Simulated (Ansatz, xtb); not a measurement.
**C6H12O: which of two isomers lies lower**

We compare I, `CO[C@H]1C[C@@H](C)C1`, a singlet, with II, `CO[C@@H]1CC[C@H]1C`, a singlet. Both are isolated molecules in the gas phase, relaxed with B3LYP-D3(BJ)/def2-SVP; the shapes shown needn't be the lowest conformers.

I (Å):

```yaml
atoms:
  - { symbol: C, position_ang: [-2.7793, 1.0472, 0.2829] }
  - { symbol: C, position_ang: [-0.8046, 1.2561, 1.5306] }
  - { symbol: C, position_ang: [0.1305, 0.6586, 2.5914] }
  - { symbol: C, position_ang: [1.3373, 1.0574, 1.6998] }
  - { symbol: C, position_ang: [2.5143, 0.1040, 1.5889] }
  - { symbol: C, position_ang: [0.3556, 1.1794, 0.5027] }
  - { symbol: O, position_ang: [-1.9673, 0.5145, 1.2952] }
  - { symbol: H, position_ang: [-2.2596, 1.0831, -0.6952] }
  - { symbol: H, position_ang: [-3.1185, 2.0758, 0.5233] }
  - { symbol: H, position_ang: [-3.6636, 0.4010, 0.1837] }
  - { symbol: H, position_ang: [-1.0605, 2.3122, 1.7566] }
  - { symbol: H, position_ang: [-0.0024, -0.4345, 2.6154] }
  - { symbol: H, position_ang: [0.0756, 1.0529, 3.6171] }
  - { symbol: H, position_ang: [1.6972, 2.0599, 1.9871] }
  - { symbol: H, position_ang: [3.2367, 0.4443, 0.8284] }
  - { symbol: H, position_ang: [2.1761, -0.9059, 1.3028] }
  - { symbol: H, position_ang: [3.0526, 0.0182, 2.5475] }
  - { symbol: H, position_ang: [0.4955, 2.0102, -0.2056] }
  - { symbol: H, position_ang: [0.2933, 0.2306, -0.0547] }
```

II (Å):

```tsv
atom	x (Å)	y (Å)	z (Å)
C	-1.8153	1.5448	1.1545
C	-0.3001	-0.1959	1.5819
C	-0.9781	-1.5097	1.1126
C	0.1895	-2.2752	1.7855
C	0.5003	-1.0026	2.6187
C	1.9351	-0.6132	2.9226
O	-1.0815	0.8334	2.1156
H	-2.5327	0.8973	0.6123
H	-2.3810	2.3315	1.6746
H	-1.1554	2.0227	0.4016
H	0.3692	0.1996	0.7877
H	-1.9248	-1.6555	1.6555
H	-1.1485	-1.6589	0.0361
H	0.9998	-2.4973	1.0725
H	-0.0531	-3.1964	2.3352
H	-0.0998	-1.0178	3.5442
H	2.5426	-0.5896	2.0022
H	1.9807	0.3866	3.3841
H	2.4076	-1.3268	3.6174
```

Estimate which is lower in electronic energy at CCSD(T)/def2-SVP + ΔMP2/def2-TZVPP, and by roughly how much.

CCSD(T)/def2-SVP + ΔMP2/def2-TZVPP gives E(II) − E(I) = −0.013 eV, slightly favouring structure II, which is too small a margin to settle the true order.

The same difference at several levels:

```json
{"level": "GFN2-xTB", "geometry": "GFN2-xTB", "E(II) − E(I) (eV)": "−0.001", "departure from the last row (eV)": "+0.013", "job, with rough time for the two": "optimisation, 0.29 s"}
{"level": "HF/STO-3G", "geometry": "GFN2-xTB", "E(II) − E(I) (eV)": "−0.008", "departure from the last row (eV)": "+0.006", "job, with rough time for the two": "single point, 1.2 s"}
{"level": "r2SCAN-D4/def2-SVP", "geometry": "GFN2-xTB", "E(II) − E(I) (eV)": "−0.008", "departure from the last row (eV)": "+0.005", "job, with rough time for the two": "single point, 14 s"}
{"level": "B3LYP-D3(BJ)/def2-SVP", "geometry": "B3LYP-D3(BJ)/def2-SVP", "E(II) − E(I) (eV)": "−0.014", "departure from the last row (eV)": "0.000", "job, with rough time for the two": "optimisation, 3.4 min"}
{"level": "HF/def2-SVP", "geometry": "B3LYP-D3(BJ)/def2-SVP", "E(II) − E(I) (eV)": "−0.013", "departure from the last row (eV)": "0.000", "job, with rough time for the two": "part of the CCSD(T) run"}
{"level": "MP2/def2-SVP", "geometry": "B3LYP-D3(BJ)/def2-SVP", "E(II) − E(I) (eV)": "−0.021", "departure from the last row (eV)": "−0.007", "job, with rough time for the two": "part of the CCSD(T) run"}
{"level": "CCSD(T)/def2-SVP", "geometry": "B3LYP-D3(BJ)/def2-SVP", "E(II) − E(I) (eV)": "−0.019", "departure from the last row (eV)": "−0.006", "job, with rough time for the two": "single point"}
{"level": "CCSD(T)/def2-SVP + ΔMP2/def2-TZVPP", "geometry": "B3LYP-D3(BJ)/def2-SVP", "E(II) − E(I) (eV)": "−0.013", "departure from the last row (eV)": "", "job, with rough time for the two": "single point, 7.2 min"}
```

As drawn, both hold the same kinds of bond in the same numbers.

The largest departure from CCSD(T)/def2-SVP + ΔMP2/def2-TZVPP is that of GFN2-xTB, 0.013 eV. The last row adds to CCSD(T) the change of the MP2 difference between the two basis sets, here +0.006 eV.

With thermal terms from frequencies at re-optimised GFN2-xTB minima (ideal gas, soft modes damped towards free rotors, one conformer each, 298.15 K, 1 atm): on the last row, ΔE + ΔZPE = −0.014, ΔH = −0.012, ΔG = −0.016 eV.

The correlated steps freeze 7 core orbitals. Codes used: Ansatz 0.2.0, xtb 6.7.1; the last row on 2 threads of Arm Neoverse N1 on a shared host.
